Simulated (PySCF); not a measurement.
Molfile (atoms numbered from 1):
```
C7H14Si
     RDKit          3D

 22 22  0  0  0  0  0  0  0  0999 V2000
   -2.2860   -1.1623   -0.5501 C   0  0  0  0  0  0  0  0  0  0  0  0
   -1.3564   -0.1108    0.0439 C   0  0  0  0  0  0  0  0  0  0  0  0
   -1.4634    1.2149   -0.7006 C   0  0  0  0  0  0  0  0  0  0  0  0
    0.0922   -0.6333    0.1235 C   0  0  2  0  0  0  0  0  0  0  0  0
    1.0391    0.3177    0.8125 C   0  0  0  0  0  0  0  0  0  0  0  0
    2.1668    0.7123    0.2039 C   0  0  0  0  0  0  0  0  0  0  0  0
    2.4910    0.1873   -1.1701 C   0  0  0  0  0  0  0  0  0  0  0  0
    1.0213   -0.9682   -1.5192 Si  0  0  0  0  0  4  0  0  0  0  0  0
   -2.0352   -1.3627   -1.6052 H   0  0  0  0  0  0  0  0  0  0  0  0
   -3.3356   -0.8313   -0.5178 H   0  0  0  0  0  0  0  0  0  0  0  0
   -2.2158   -2.1155   -0.0031 H   0  0  0  0  0  0  0  0  0  0  0  0
   -1.6836    0.0705    1.0861 H   0  0  0  0  0  0  0  0  0  0  0  0
   -0.7991    1.9760   -0.2642 H   0  0  0  0  0  0  0  0  0  0  0  0
   -2.4934    1.6025   -0.6678 H   0  0  0  0  0  0  0  0  0  0  0  0
   -1.1889    1.1005   -1.7623 H   0  0  0  0  0  0  0  0  0  0  0  0
    0.0604   -1.5793    0.6967 H   0  0  0  0  0  0  0  0  0  0  0  0
    0.7828    0.6859    1.8140 H   0  0  0  0  0  0  0  0  0  0  0  0
    2.8567    1.4071    0.6969 H   0  0  0  0  0  0  0  0  0  0  0  0
    3.4561   -0.3478   -1.1808 H   0  0  0  0  0  0  0  0  0  0  0  0
    2.5885    1.0044   -1.9057 H   0  0  0  0  0  0  0  0  0  0  0  0
    0.2657   -0.6026   -2.7572 H   0  0  0  0  0  0  0  0  0  0  0  0
    1.4322   -2.4006   -1.6498 H   0  0  0  0  0  0  0  0  0  0  0  0
  1  2  1  0
  2  3  1  0
  2  4  1  0
  4  5  1  0
  5  6  2  0
  6  7  1  0
  7  8  1  0
  8  4  1  0
  1  9  1  0
  1 10  1  0
  1 11  1  0
  2 12  1  0
  3 13  1  0
  3 14  1  0
  3 15  1  0
  4 16  1  1
  5 17  1  0
  6 18  1  0
  7 19  1  0
  7 20  1  0
  8 21  1  0
  8 22  1  0
M  END
```

Geometry: PBE0-D3(BJ)/def2-SVP; GIAO shifts from PySCF 2.14.0 with density-fitted response routines, gas phase, non-relativistic, averaged over equivalent atoms.

At wB97X-D/pcSseg-1 (213 basis functions, 29 s wall time on 1 thread of an AMD EPYC 9R45 96-Core, shared host):
```json
{"atoms": "C5", "δ (ppm)": "147.7"}
{"atoms": "C6", "δ (ppm)": "140.8"}
{"atoms": "C4", "δ (ppm)": "38.2"}
{"atoms": "C2", "δ (ppm)": "30.7"}
{"atoms": "C1", "δ (ppm)": "25.5"}
{"atoms": "C3", "δ (ppm)": "19.2"}
{"atoms": "C7", "δ (ppm)": "13.3"}
{"atoms": "Si8", "δ (ppm)": "-31.5"}
{"atoms": "H18", "δ (ppm)": "6.04"}
{"atoms": "H17", "δ (ppm)": "5.87"}
{"atoms": "H21", "δ (ppm)": "4.34"}
{"atoms": "H22", "δ (ppm)": "4.12"}
{"atoms": "H16", "δ (ppm)": "2.00"}
{"atoms": "H12", "δ (ppm)": "1.70"}
{"atoms": "H19", "δ (ppm)": "1.52"}
{"atoms": "H20", "δ (ppm)": "1.50"}
{"atoms": "H9/H10/H11", "δ (ppm)": "0.99"}
{"atoms": "H13/H14/H15", "δ (ppm)": "0.81"}
```

Referencing at the same level of theory: 13C (184.54 ppm) and 29Si (352.93 ppm) and 1H (31.38 ppm) against TMS.

Question: Estimate the result of repeating the calculation with PBE0/pcSseg-1.

Answer: 
```
      atoms  δ at PBE0/pcSseg-1  change
         C5               147.2    -0.5
         C6               140.3    -0.5
         C4                40.2    +2.0
         C2                31.6    +0.9
         C1                25.6    +0.1
         C3                19.1    -0.1
         C7                14.5    +1.2
        Si8               -34.2    -2.7
        H18                6.08   +0.04
        H17                5.90   +0.03
        H21                4.37   +0.03
        H22                4.12   +0.00
        H16                2.18   +0.18
        H12                1.80   +0.10
        H19                1.64   +0.12
        H20                1.60   +0.10
 H9/H10/H11                0.99   +0.00
H13/H14/H15                0.80   -0.01
```

Chemical shifts δ = σref − σ; TMS for 13C (184.41 ppm) and 29Si (351.99 ppm) and 1H (31.27 ppm), all at this level.

The largest change is at Si8 (silicon bonded to 2 C, 2 H, in a 5-membered ring). Cost: 213 basis functions, 30 s wall time on 1 thread of an AMD EPYC 9R45 96-Core, shared host. The order of the carbon signals is the same at both levels.
